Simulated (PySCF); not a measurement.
C2H8AlN.

```xyz
12

Al     0.0000     0.0000     0.0250
C      1.7218     0.0000    -0.9163
H      2.5887     0.0000    -0.2350
H      1.8159     0.8834    -1.5726
H      1.8159    -0.8834    -1.5726
C     -1.7218     0.0000    -0.9163
H     -1.8159     0.8834    -1.5726
H     -2.5887     0.0000    -0.2350
H     -1.8159    -0.8834    -1.5726
N      0.0000     0.0000     1.8063
H     -0.8295     0.0000     2.3930
H      0.8295     0.0000     2.3930
```

Geometry optimised at B3LYP-D3(BJ)/def2-SVP. The structure was generated by enumeration; whether it is a known compound was not checked. The values are those of a single conformer.

All values below come from KT2/pcSseg-1 run with PySCF. Non-relativistic, no solvent.

Computed absolute GIAO shielding of each atom: isotropic value and principal components (ppm):
```json
[
 {"atom": "Al1", "σ(iso)": "338.4", "σ11": "289.6", "σ22": "344.6", "σ33": "381.0", "span": "91.4"},
 {"atom": "C2", "σ(iso)": "195.8", "σ11": "188.5", "σ22": "196.5", "σ33": "202.5", "span": "14.0"},
 {"atom": "H3", "σ(iso)": "31.7", "σ11": "27.1", "σ22": "29.2", "σ33": "38.9", "span": "11.8"},
 {"atom": "H4", "σ(iso)": "31.6", "σ11": "27.7", "σ22": "28.7", "σ33": "38.5", "span": "10.9"},
 {"atom": "H5", "σ(iso)": "31.6", "σ11": "27.7", "σ22": "28.7", "σ33": "38.5", "span": "10.9"},
 {"atom": "C6", "σ(iso)": "195.8", "σ11": "188.5", "σ22": "196.5", "σ33": "202.5", "span": "14.0"},
 {"atom": "H7", "σ(iso)": "31.6", "σ11": "27.7", "σ22": "28.7", "σ33": "38.5", "span": "10.9"},
 {"atom": "H8", "σ(iso)": "31.7", "σ11": "27.1", "σ22": "29.2", "σ33": "38.9", "span": "11.8"},
 {"atom": "H9", "σ(iso)": "31.6", "σ11": "27.7", "σ22": "28.7", "σ33": "38.5", "span": "10.9"},
 {"atom": "N10", "σ(iso)": "210.1", "σ11": "162.7", "σ22": "219.9", "σ33": "247.8", "span": "85.1"},
 {"atom": "H11", "σ(iso)": "29.6", "σ11": "24.0", "σ22": "26.0", "σ33": "39.0", "span": "15.0"},
 {"atom": "H12", "σ(iso)": "29.6", "σ11": "24.0", "σ22": "26.0", "σ33": "39.0", "span": "15.0"}
]
```
